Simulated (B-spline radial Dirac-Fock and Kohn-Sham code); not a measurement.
**The L3 (2p3/2) hole of silicon ions: width and yield against charge**

Method: independent-particle radiative and Coulomb Auger rates from relativistic LDA hole-state orbitals, with Dirac-Fock energies. Computed with an atomic code on a B-spline grid. Tabulated ground configurations, configuration averages; single configurations, so decays that open only by mixing (as 1s 2s² with 1s 2p² in Be-like ions) are missing and such tiny yields are far too low.

| ion | configuration | radiative (eV) | non-radiative (eV) | yield |
| --- | --- | --- | --- | --- |
| Si | [Ne] 3s2 3p2 | 4.97e-06 | 0.0190 | 0.000262 |
| Si⁺ | [Ne] 3s2 3p1 | 5.66e-06 | 0.00812 | 0.000696 |
| Si²⁺ | [Ne] 3s2 | 6.52e-06 | 0.00135 | 0.00480 |
| Si³⁺ | [Ne] 3s1 | 3.64e-06 | 0 | 1.00 |
